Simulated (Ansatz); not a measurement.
# Molecular dynamics of HTe

Input file:

```yaml
crystal:
  periodic: [false, false, false]
  atoms:
    - { symbol: Te, position_ang: [-0.6984, 0.2038, -0.3685] }
    - { symbol: H, position_ang: [0.7278, -0.2639, 0.3725] }
magnetization:
  spin_polarized: true
  initial_magnetization: 1
basis:
  gaussian: { orbitals: def2-TZVP }
hamiltonian:
  xc: pbe
md:
  timestep: 0.5
  n_steps: 100
  ensemble: nvt_nose_hoover
  temperature: 300.0
  initial_velocities: maxwell_boltzmann
  seed: 131928
  masses: [{ species: H, mass: 3.016 }]
```

Run as:

```bash
$ ansatz run input.yaml --threads 1 --pin off --max-ram 2048MiB --backend cpu --events-out ev --progress --plain --runs-dir out
```

It starts from a relaxed structure.

Output, in part (one step line in 2, the closing report, with atoms numbered from 0):

```
md step     0: t =     0.00 fs  T =   300.0 K  F+E_penalty+E_count = -7308.49734808 eV  E_kin = 0.012926 eV  conserved = -7308.48442208 eV  (56 SCF iters)
md step     2: t =     1.00 fs  T =   283.0 K  F+E_penalty+E_count = -7308.49661582 eV  E_kin = 0.012195 eV  conserved = -7308.48442077 eV  (33 SCF iters)
md step     4: t =     2.00 fs  T =   237.9 K  F+E_penalty+E_count = -7308.49466479 eV  E_kin = 0.010250 eV  conserved = -7308.48441523 eV  (32 SCF iters)
md step     6: t =     3.00 fs  T =   173.3 K  F+E_penalty+E_count = -7308.49187223 eV  E_kin = 0.007467 eV  conserved = -7308.48440600 eV  (32 SCF iters)
md step     8: t =     4.00 fs  T =   103.0 K  F+E_penalty+E_count = -7308.48883052 eV  E_kin = 0.004437 eV  conserved = -7308.48439524 eV  (32 SCF iters)
md step    10: t =     5.00 fs  T =    42.7 K  F+E_penalty+E_count = -7308.48622119 eV  E_kin = 0.001838 eV  conserved = -7308.48438559 eV  (32 SCF iters)
md step    12: t =     6.00 fs  T =     6.4 K  F+E_penalty+E_count = -7308.48465078 eV  E_kin = 0.000274 eV  conserved = -7308.48437963 eV  (32 SCF iters)
md step    14: t =     7.00 fs  T =     2.7 K  F+E_penalty+E_count = -7308.48449267 eV  E_kin = 0.000116 eV  conserved = -7308.48437903 eV  (32 SCF iters)
md step    16: t =     8.00 fs  T =    32.6 K  F+E_penalty+E_count = -7308.48578517 eV  E_kin = 0.001405 eV  conserved = -7308.48438395 eV  (32 SCF iters)
md step    18: t =     9.00 fs  T =    89.0 K  F+E_penalty+E_count = -7308.48822075 eV  E_kin = 0.003834 eV  conserved = -7308.48439301 eV  (32 SCF iters)
md step    20: t =    10.00 fs  T =   158.7 K  F+E_penalty+E_count = -7308.49123008 eV  E_kin = 0.006838 eV  conserved = -7308.48440377 eV  (32 SCF iters)
md step    22: t =    11.00 fs  T =   226.1 K  F+E_penalty+E_count = -7308.49413211 eV  E_kin = 0.009741 eV  conserved = -7308.48441353 eV  (33 SCF iters)
md step    24: t =    12.00 fs  T =   276.6 K  F+E_penalty+E_count = -7308.49630142 eV  E_kin = 0.011918 eV  conserved = -7308.48441992 eV  (33 SCF iters)
md step    26: t =    13.00 fs  T =   300.3 K  F+E_penalty+E_count = -7308.49730597 eV  E_kin = 0.012937 eV  conserved = -7308.48442216 eV  (32 SCF iters)
md step    28: t =    14.00 fs  T =   293.2 K  F+E_penalty+E_count = -7308.49698200 eV  E_kin = 0.012632 eV  conserved = -7308.48442001 eV  (33 SCF iters)
md step    30: t =    15.00 fs  T =   257.9 K  F+E_penalty+E_count = -7308.49544215 eV  E_kin = 0.011114 eV  conserved = -7308.48441432 eV  (32 SCF iters)
md step    32: t =    16.00 fs  T =   202.4 K  F+E_penalty+E_count = -7308.49302591 eV  E_kin = 0.008719 eV  conserved = -7308.48440645 eV  (32 SCF iters)
md step    34: t =    17.00 fs  T =   137.6 K  F+E_penalty+E_count = -7308.49021496 eV  E_kin = 0.005927 eV  conserved = -7308.48439791 eV  (33 SCF iters)
md step    36: t =    18.00 fs  T =    75.7 K  F+E_penalty+E_count = -7308.48753633 eV  E_kin = 0.003263 eV  conserved = -7308.48439025 eV  (33 SCF iters)
md step    38: t =    19.00 fs  T =    28.0 K  F+E_penalty+E_count = -7308.48547050 eV  E_kin = 0.001207 eV  conserved = -7308.48438455 eV  (33 SCF iters)
md step    40: t =    20.00 fs  T =     2.7 K  F+E_penalty+E_count = -7308.48437714 eV  E_kin = 0.000117 eV  conserved = -7308.48438160 eV  (31 SCF iters)
md step    42: t =    21.00 fs  T =     4.3 K  F+E_penalty+E_count = -7308.48444380 eV  E_kin = 0.000184 eV  conserved = -7308.48438178 eV  (32 SCF iters)
md step    44: t =    22.00 fs  T =    32.5 K  F+E_penalty+E_count = -7308.48566033 eV  E_kin = 0.001399 eV  conserved = -7308.48438507 eV  (33 SCF iters)
md step    46: t =    23.00 fs  T =    82.6 K  F+E_penalty+E_count = -7308.48781979 eV  E_kin = 0.003558 eV  conserved = -7308.48439104 eV  (33 SCF iters)
md step    48: t =    24.00 fs  T =   146.0 K  F+E_penalty+E_count = -7308.49054582 eV  E_kin = 0.006289 eV  conserved = -7308.48439888 eV  (33 SCF iters)
md step    50: t =    25.00 fs  T =   211.2 K  F+E_penalty+E_count = -7308.49334615 eV  E_kin = 0.009102 eV  conserved = -7308.48440746 eV  (32 SCF iters)
md step    52: t =    26.00 fs  T =   266.1 K  F+E_penalty+E_count = -7308.49568900 eV  E_kin = 0.011466 eV  conserved = -7308.48441518 eV  (33 SCF iters)
md step    54: t =    27.00 fs  T =   299.5 K  F+E_penalty+E_count = -7308.49709723 eV  E_kin = 0.012903 eV  conserved = -7308.48442053 eV  (32 SCF iters)
md step    56: t =    28.00 fs  T =   303.8 K  F+E_penalty+E_count = -7308.49724652 eV  E_kin = 0.013088 eV  conserved = -7308.48442216 eV  (32 SCF iters)
md step    58: t =    29.00 fs  T =   276.9 K  F+E_penalty+E_count = -7308.49604968 eV  E_kin = 0.011930 eV  conserved = -7308.48441928 eV  (32 SCF iters)
md step    60: t =    30.00 fs  T =   223.3 K  F+E_penalty+E_count = -7308.49370336 eV  E_kin = 0.009621 eV  conserved = -7308.48441223 eV  (33 SCF iters)
md step    62: t =    31.00 fs  T =   153.8 K  F+E_penalty+E_count = -7308.49067413 eV  E_kin = 0.006626 eV  conserved = -7308.48440194 eV  (32 SCF iters)
md step    64: t =    32.00 fs  T =    83.4 K  F+E_penalty+E_count = -7308.48761563 eV  E_kin = 0.003594 eV  conserved = -7308.48439093 eV  (33 SCF iters)
md step    66: t =    33.00 fs  T =    28.3 K  F+E_penalty+E_count = -7308.48522259 eV  E_kin = 0.001217 eV  conserved = -7308.48438197 eV  (33 SCF iters)
md step    68: t =    34.00 fs  T =     1.4 K  F+E_penalty+E_count = -7308.48405791 eV  E_kin = 0.000059 eV  conserved = -7308.48437752 eV  (32 SCF iters)
md step    70: t =    35.00 fs  T =     9.3 K  F+E_penalty+E_count = -7308.48440215 eV  E_kin = 0.000402 eV  conserved = -7308.48437884 eV  (33 SCF iters)
md step    72: t =    36.00 fs  T =    50.4 K  F+E_penalty+E_count = -7308.48617521 eV  E_kin = 0.002173 eV  conserved = -7308.48438557 eV  (32 SCF iters)
md step    74: t =    37.00 fs  T =   115.1 K  F+E_penalty+E_count = -7308.48895742 eV  E_kin = 0.004959 eV  conserved = -7308.48439582 eV  (33 SCF iters)
md step    76: t =    38.00 fs  T =   188.5 K  F+E_penalty+E_count = -7308.49210299 eV  E_kin = 0.008121 eV  conserved = -7308.48440689 eV  (32 SCF iters)
md step    78: t =    39.00 fs  T =   254.3 K  F+E_penalty+E_count = -7308.49490701 eV  E_kin = 0.010956 eV  conserved = -7308.48441585 eV  (71 SCF iters)
md step    80: t =    40.00 fs  T =   298.7 K  F+E_penalty+E_count = -7308.49677460 eV  E_kin = 0.012869 eV  conserved = -7308.48442118 eV  (32 SCF iters)
md step    82: t =    41.00 fs  T =   313.2 K  F+E_penalty+E_count = -7308.49734371 eV  E_kin = 0.013494 eV  conserved = -7308.48442185 eV  (31 SCF iters)
md step    84: t =    42.00 fs  T =   296.0 K  F+E_penalty+E_count = -7308.49654139 eV  E_kin = 0.012752 eV  conserved = -7308.48441818 eV  (32 SCF iters)
md step    86: t =    43.00 fs  T =   251.5 K  F+E_penalty+E_count = -7308.49457008 eV  E_kin = 0.010838 eV  conserved = -7308.48441127 eV  (32 SCF iters)
md step    88: t =    44.00 fs  T =   189.4 K  F+E_penalty+E_count = -7308.49184178 eV  E_kin = 0.008160 eV  conserved = -7308.48440265 eV  (32 SCF iters)
md step    90: t =    45.00 fs  T =   121.6 K  F+E_penalty+E_count = -7308.48888383 eV  E_kin = 0.005240 eV  conserved = -7308.48439386 eV  (33 SCF iters)
md step    92: t =    46.00 fs  T =    60.8 K  F+E_penalty+E_count = -7308.48623872 eV  E_kin = 0.002621 eV  conserved = -7308.48438643 eV  (33 SCF iters)
md step    94: t =    47.00 fs  T =    17.8 K  F+E_penalty+E_count = -7308.48437364 eV  E_kin = 0.000768 eV  conserved = -7308.48438135 eV  (33 SCF iters)
md step    96: t =    48.00 fs  T =     0.2 K  F+E_penalty+E_count = -7308.48361071 eV  E_kin = 0.000009 eV  conserved = -7308.48437928 eV  (33 SCF iters)
md step    98: t =    49.00 fs  T =    11.1 K  F+E_penalty+E_count = -7308.48408192 eV  E_kin = 0.000480 eV  conserved = -7308.48438054 eV  (31 SCF iters)
md step   100: t =    50.00 fs  T =    49.0 K  F+E_penalty+E_count = -7308.48571059 eV  E_kin = 0.002111 eV  conserved = -7308.48438498 eV  (72 SCF iters)
Total energy: -7308.48573778 eV, -268.5818969940 hartree
Atom 0 at    -0.699187     0.204058    -0.368909 Å, force     0.487367    -0.159824     0.253218 eV/Å
Atom 1 at     0.761076    -0.274812     0.389789 Å, force    -0.487367     0.159824    -0.253218 eV/Å
Dipole moment:     0.013250    -0.004345     0.006884 e Å
```

The run went to its last step. The conserved energy stayed within 0.023 meV per atom of its start (net change 0.019 meV per atom), so the integration is sound. The mean temperature of the second half is 48 % below the set value. A run of 0.05 ps of so small a system gives no equilibrium averages.

The same pairs are bonded in the first frame and the last. Pairs count as bonded within 1.25 times the sum of covalent radii (0.12 Å more for H–H).

Last frame:

```xyz
2
Properties=species:S:1:pos:R:3
Te -0.699 0.204 -0.369
H 0.761 -0.275 0.390
```

Run time: 2.1 min on 1 CPU thread of a shared host.
